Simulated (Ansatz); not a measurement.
Species: GeH₃ (charge -1, singlet). Whether it binds its extra electron was not tested at this geometry. 
Coordinates optimised at B3LYP-D3(BJ)/def2-TZVP (Ansatz, a program for electronic structure):
SMILES: [GeH3-]
```xyz
4

Ge    -0.0301    -0.0444    -0.0555
H      0.6497    -0.6325     1.2988
H     -0.8841     1.0611     0.7755
H      1.1978     0.9923    -0.2995
```
Charge -1, spin multiplicity 1.

Basis-set convergence of Hartree-Fock and MP2 correlation energies (hartree) with Ansatz. Valence correlation only, unless marked. No spin-orbit coupling. Frozen are the shells of the preceding noble gas and the d and f shells that filled before the atom's block. Non-relativistic. This anion needs diffuse functions, which these sets lack.

| basis | functions | E(HF) | E(corr, MP2) |
|---|---|---|---|
| cc-pVDZ | 42 | -2077.04261 | -0.11484 |
| cc-pVTZ | 85 | -2077.11986 | -0.14409 |
| cc-pVQZ | 158 | -2077.12545 | -0.15443 |
| cc-pV5Z | 269 | ? | ? |

### Question
Complete the blanks.

### Answer

- cc-pV5Z, E(HF): -2077.12639
- cc-pV5Z, E(corr, MP2): -0.15874
